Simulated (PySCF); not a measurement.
Se(OH)2 (H₂O₂Se), SMILES O[Se]O.

Coordinates come from a B3LYP-D3(BJ)/def2-TZVP optimisation. The values are those of a single conformer.

Computed with PBE0/def2-TZVPD in PySCF.

**Question.** Estimate the frontier levels, gap, dipole moment and polarisability. (The exact figures need the calculation; the answer reports its results.)

**Answer.** 
```
Quantity                                                                                                        Value
---------------------------------------------------------------------------------------------  ----------------------
highest occupied level                                                                                       -6.70 eV
lowest empty level                                                                                           -1.10 eV
orbital gap                                                                                                   5.60 eV
dipole moment                                                                                                  2.69 D
quadrupole, principal values (traceless, Buckingham form, about the centre of nuclear charge)  -5.15, -0.46, 5.61 D·Å
mean static polarisability                                                                       39.3 bohr³ (5.83 Å³)
polarisability, principal values                                                               35.1, 37.9, 44.9 bohr³
```
